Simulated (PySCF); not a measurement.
Species: C7H8FN.
Structure used (PBE0-D3(BJ)/def2-SVP), in Å, numbered top down from 1:
```
atom  x, y, z in Å
C1     3.5739    0.1434   -0.5606
C2     2.4145    0.1562   -0.2162
C3     1.0066    0.1189    0.1876
C4     0.2800   -1.0551   -0.4836
C5    -1.2017   -0.9593   -0.2061
F6    -1.8657   -2.0100   -0.7979
C7    -1.7338    0.3521   -0.7394
C8    -0.8048    1.4946   -0.4235
N9     0.3935    1.4247   -0.0191
H10    4.6060    0.1426   -0.8588
H11    0.9989   -0.0416    1.2839
H12    0.4454   -1.0168   -1.5724
H13    0.6838   -2.0109   -0.1196
H14   -1.3828   -1.0262    0.8823
H15   -2.7411    0.5723   -0.3516
H16   -1.8393    0.2709   -1.8364
H17   -1.2192    2.5065   -0.5606
```

Level: B3LYP/def2-SVPD in PySCF, non-relativistic, on one gas-phase PBE0-D3(BJ)/def2-SVP geometry that isn't relaxed in the solvent. The solvent is an IEF-PCM continuum (cavity from Bondi-type radii × 1.2), and excitations are vertical TDDFT with non-equilibrium linear response and a frozen core. Only the electrostatic response of the medium enters.

Gas-phase singlets (H = HOMO, L = LUMO):

| state | E (eV) | λ (nm) | f | leading configurations |
| --- | --- | --- | --- | --- |
| S1 | 4.923 | 252 | 0.002 | H→L 96% |
| S2 | 5.911 | 210 | 0.005 | H-1→L 91% |
| S3 | 6.132 | 202 | 0.016 | H-2→L 94% |
| S4 | 6.616 | 187 | 0.014 | H→L+1 77% |
| S5 | 6.652 | 186 | 0.002 | H-1→L+3 42%, H→L+1 15%, H-1→L+2 11% |

Question: What are the lowest 5 singlets in tetrahydrofuran (ε = 7.426)?

Answer: 
```
state  E (eV)  λ (nm)      f  leading configurations  change by rank (eV)
   S1   5.084     244  0.002                 H→L 96%               +0.161
   S2   6.096     203  0.011               H-1→L 88%               +0.185
   S3   6.371     195  0.021               H-2→L 91%               +0.239
   S4   6.707     185  0.006  H-1→L+2 56%, H→L+2 12%               +0.091
   S5   6.816     182  0.021               H→L+1 72%               +0.164
```

Question: Give the list for methanol (ε = 32.61), n² = 1.77.

Answer: 
```csv
state,E (eV),λ (nm),f,leading configurations,change by rank (eV)
S1,5.126,242,0.002,H→L 97%,+0.203
S2,6.134,202,0.011,H-1→L 86%,+0.223
S3,6.421,193,0.020,H-2→L 90%,+0.289
S4,6.722,184,0.006,"H-1→L+2 55%, H→L+2 11%, H-1→L 9%",+0.106
S5,6.848,181,0.019,"H→L+1 67%, H-2→L+2 9%",+0.196
```

Question: The ground-state energy changes by -0.363 eV from gas to methanol. By how much does the total energy of gas-phase S1 change?

Answer: E(S1) = E(S0) + excitation energy, so it changes by -0.363 + 0.203 = -0.160 eV: it is lowered less than the ground state, which is what a blue shift means. This is the vertical state, with the slow part of the continuum still set for S0.

Question: How do the frontier levels move from gas to methanol?

Answer: 
```csv
orbital,gas (eV),solvent (eV),change (eV),"Löwdin shares, gas","Löwdin shares, solvent"
LUMO+2,0.64,0.66,+0.02,"C2 15 %, C1 14 %, H16 9 %, H17 8 %","C1 32 %, C2 30 %, H10 10 %, C3 6 %"
LUMO+1,0.29,0.53,+0.24,"C8 15 %, H15 10 %, C7 10 %, H14 8 %","C1 16 %, C2 15 %, C8 12 %, C3 8 %"
LUMO,-0.84,-0.67,+0.17,"C8 32 %, N9 31 %, C7 8 %, C3 5 %","C8 34 %, N9 31 %, C7 8 %, H17 5 %"
HOMO,-7.27,-7.31,-0.04,"N9 54 %, C8 11 %, C3 9 %, C7 6 %","N9 53 %, C8 11 %, C3 9 %, C7 7 %"
HOMO-1,-7.63,-7.70,-0.07,"C1 37 %, C2 34 %, C3 7 %, N9 5 %","C1 34 %, C2 31 %, C3 8 %, N9 6 %"
HOMO-2,-7.82,-7.97,-0.15,"C1 42 %, C2 42 %, C3 4 %, H10 4 %","C1 42 %, C2 42 %, C3 4 %, N9 4 %"
HOMO-3,-8.72,-8.63,+0.09,"N9 36 %, C8 24 %, C3 8 %, C7 8 %","N9 34 %, C8 21 %, C2 9 %, C7 8 %"
```

The HOMO–LUMO gap goes from 6.43 to 6.64 eV. Rows go by rank; for LUMO+1 and LUMO+2 the atom shares or the degeneracy differ between the runs, so the row needn't follow one orbital.
